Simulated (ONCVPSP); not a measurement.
## Building the ONCV potential for Bi (Z = 83) (PBE, scalar-relativistic).

- Element: Bi (Z = 83)
- Generator: ONCVPSP 4.0.1
- Type: optimised norm-conserving Vanderbilt (ONCV)
- Functional: PBE
- Relativity: scalar-relativistic
- Frozen core: [Xe] 4f14
- Valence charge: 15
- Reference configuration: 5d10 6s2 6p1 (charge +2)
- Partial waves: 6s: rc 1.85 bohr, ncon 5, nbas 8, qcut 3.8 1/bohr, 2 projectors, debl 0.3 Ha; 6p: rc 2.40 bohr, ncon 3, nbas 6, qcut 3.4 1/bohr, 1 projector; 5d: rc 1.10 bohr, ncon 3, nbas 7, qcut 9 1/bohr, 1 projector
- Local potential: polynomial inside 0.95 bohr (lpopt 4, dvloc0 0 Ha)
- Core correction: polynomial model core, fcfact 0.55

In the s channel the program set the typed energies aside and used -1.128, 0.250 Ha.

Q: Estimate the cutoffs (Ha) at which the residual kinetic energy of the hardest occupied pseudo-wave falls to 1 and 0.1 mHa per electron.

A: 35 Ha and 55 Ha.

Q: Does the potential have ghost states?

A: Ghosts flagged at negative energy: s at -151.6 eV, p at -157.8 eV; GHOST(+) flagged for s at 192.1 eV. A true bound ghost makes a file unfit for plane-wave use.

Q: Tests: 5d10 6s2 6p3; 5d10 6s2 6p2; 5d10 6s2 6p0; 5d10 6s1 6p4. Which has the largest error in its energy relative to the reference configuration, and how large is it?

A: 5d10 6s2 6p0, with -17 meV (all-electron minus pseudo) on +23.34 eV.
